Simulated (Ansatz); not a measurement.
Input file for CH₅ClInN, SMILES `C[NH][InH][Cl]`:

```yaml
crystal:
  periodic: [false, false, false]
  atoms:
    - {symbol: C, position_ang: [0.674218, 0.508034, -1.025377]}
    - {symbol: N, position_ang: [0.658102, -0.131229, 0.270691]}
    - {symbol: In, position_ang: [-0.947045, -0.653778, 1.321458]}
    - {symbol: Cl, position_ang: [-2.862209, -0.068501, 0.109856]}
    - {symbol: H, position_ang: [1.180302, -0.103758, -1.782617]}
    - {symbol: H, position_ang: [-0.347924, 0.672808, -1.371900]}
    - {symbol: H, position_ang: [1.170641, 1.486140, -0.997919]}
    - {symbol: H, position_ang: [1.576195, -0.310832, 0.643631]}
    - {symbol: H, position_ang: [-1.102282, -1.398894, 2.832177]}
basis:
  gaussian: {orbitals: def2-SVP}
correlation: {method: ccsd_t}
```

```sh
$ ansatz run in.yaml --threads 4 --pin off --events-out ev --progress --plain --max-ram 10444MiB
```

Output of Ansatz, abridged:

```
Functional definition: HF
  name "HF"
  cite "Fock, Z. Phys. 61, 126 (1930) doi:10.1007/BF01340294"
  parent pbe
  exchange = exact_x
  correlation = 0
1045 factors; integrals over basis functions are off by at most 1.3e-3 eV
mean field evaluation 1: about -20235.5863 eV, gradient 3.3e1 eV
mean field evaluation 2: about -20235.6050 eV, gradient 3.3e1 eV
mean field evaluation 4: about -20238.6073 eV, gradient 3.3e0 eV
mean field evaluation 8: about -20238.6460 eV, gradient 1.0e-4 eV
mean field -20238.64598285 eV, -743.7565216228 hartree, gradient 2.8e-6 eV, S^2 0.000000; 0 other end points of the search recorded, 0 dependent functions left out
11 core orbitals not correlated: weight in the atoms' cores, before any rotation towards them, 1.000 or more for the frozen orbitals, at most 0.000 for the correlated occupied ones
reference -20238.64598285 eV, -743.7565216228 hartree; 17, 17 occupied and 69, 69 virtual orbitals, 1045 factors
second order -14.58222318 eV of doubles, -0.00000000 eV of singles
cycle   1  -15.30910821 eV  change   -7.3e-1 eV  update   9.7e-2
cycle   2  -15.70859228 eV  change   -4.0e-1 eV  update   3.0e-2
cycle   3  -15.81754350 eV  change   -1.1e-1 eV  update   2.0e-2
cycle   4  -15.81648290 eV  change    1.1e-3 eV  update   7.0e-3
cycle   5  -15.81334673 eV  change    3.1e-3 eV  update   3.6e-3
cycle   6  -15.81348129 eV  change   -1.3e-4 eV  update   1.3e-3
cycle   7  -15.81329695 eV  change    1.8e-4 eV  update   4.1e-4
cycle   8  -15.81338348 eV  change   -8.7e-5 eV  update   1.1e-4
cycle   9  -15.81340718 eV  change   -2.4e-5 eV  update   3.4e-5
perturbative correction -0.43340554 eV, -0.0159273599 hartree
Total energy: -20254.89279558 eV, -744.3535809780 hartree
```

It took 2.1 s on 4 threads of an Intel Xeon 6975P-C on a shared host, with 0.44 GiB of host memory at the peak.

Correlation energy per correlated electron: -0.478 eV. T1 diagnostic: 0.0135.
